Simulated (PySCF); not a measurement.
Constitutional and geometric isomers with formula CH3B3. Isolated molecules, 0 K electronic values unless said otherwise. One relaxed conformer stands for each flexible species; it need not be the lowest. Strings in code marks are SMILES.

Quantity: vertical ionisation energy (energy after one electron is removed minus that of the parent at the parent's geometry), in eV.

Level 1: PBE-D3(BJ)/def2-TZVP // PBE0-D3(BJ)/def2-TZVP (PySCF)
Level 2: PBE/6-31G* // PBE0-D3(BJ)/def2-TZVP (PySCF)
Level 3: minus the HOMO energy of HF/3-21G // PBE0-D3(BJ)/def2-TZVP (PySCF)
Level 4: minus the HOMO energy of PBE-D3(BJ)/def2-TZVP // PBE0-D3(BJ)/def2-TZVP (PySCF)

| species | level 1 | level 2 | level 3 | level 4 |
|---|---|---|---|---|
| `B1B2CB12` | 8.95 | 8.80 | 8.56 | 5.77 |
| `B=C=BB` | 9.62 | 9.44 | 9.35 | 6.51 |
| `BC1=BB1` | 9.96 | 9.82 | 10.35 | 6.87 |
